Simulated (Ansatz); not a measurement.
`[NH2][AlH][Br]` + `BS` → `B[S][AlH][NH2]` + HBr at 298.15 K and 1 bar (ligand exchange at the Al–Br bond).

Isolated molecules relaxed with PBE0-D4/def2-TZVP in Ansatz; ΔE leaves out vibrations. CCSD(T)/CBS adds triple-zeta CCSD(T) − MP2 to the extrapolated MP2 energy (def2 sets, frozen cores). This one scheme is used for every species. For Br outer-core shells are correlated without core-valence functions, which leaves a few kJ/mol of doubt a bond. Scalar relativity is left out up to krypton. Each species was taken in one conformer, which may not be the lowest.

```
         species  CCSD(T)/CBS energy (Eh)  H − E (kJ/mol)  S (J/(mol·K))
`[NH2][AlH][Br]`              -2871.94728           104.3          305.6
            `BS`               -424.38198            90.6          245.0
`B[S][AlH][NH2]`               -722.38424           167.3          340.8
             HBr              -2573.91920            24.6          198.6
```

H − E and S are ideal-gas, rigid-rotor, harmonic terms from PBE0-D4/def2-TZVP, for one conformer and one mirror image of each species. 1 Eh = 2625.50 kJ/mol, R = 8.31446 J/(mol·K).

Problem. By hand: ΔE, ΔH, ΔS and ΔG.

Solution. ΔE = (-722.38424) + (-2573.91920) − (-2871.94728) − (-424.38198) = 0.02582 Eh = 67.8 kJ/mol. Δ(H − E) = 167.3 + 24.6 − 104.3 − 90.6 = -3.0, so ΔH = 64.8 kJ/mol. ΔS = 340.8 + 198.6 − 305.6 − 245.0 = -11.2 J/(mol·K). ΔG = 64.8 − 298.15 × (-11.2)/1000 = 68.1 kJ/mol.

Problem. By hand: the equilibrium constant, and the temperature at which ΔG would vanish if ΔH and ΔS stayed fixed.

Solution. log₁₀ K = −ΔG/(RT ln 10) = -11.9. ΔH and −TΔS have one sign here, so there is no such temperature.

The number of gas molecules stays the same, so ΔS is small and ΔH decides. A doubt of 5 kJ/mol in ΔE shifts log₁₀ K by 0.9 here. Other conformers and mirror images would add mixing entropy, several J/(mol·K) or more a flexible species. Modes under 60 cm⁻¹, often nearly free rotors, make the harmonic entropy too high. These are equilibria of isolated gas molecules and say nothing of rates. Largest T1 diagnostic: 0.015 (customary marks: 0.02 for closed shells, 0.045 for open ones).

ΔS is within the doubt of such terms, so its sign, and with it that verdict, could turn.
